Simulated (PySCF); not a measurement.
CsBr, SMILES [Br][Cs]. Heavy atoms are numbered as in [Cs:1][Br:2].

Coordinates come from a B3LYP-D3(BJ)/def2-TZVPD optimisation. The def2 effective core potentials stand for the cores of Cs; spin–orbit coupling is left out.

All values below come from r2SCAN/def2-TZVPD run with PySCF.

Mulliken values depend strongly on the basis, most of all with diffuse functions as here. ESP charges are fitted to the potential on shells at 1.4 to 2.0 van der Waals radii. Atomic charges (e), one atom of each kind:

| atom | Mulliken | ESP fit |
|---|---|---|
| Cs1 | 0.89 | (withheld) |
| Br2 | -0.89 | (withheld) |

Q: Complete the blanks. (The exact figures need the calculation; the answer reports its results.)

A: 
- Cs1, ESP fit: 0.71
- Br2, ESP fit: -0.71
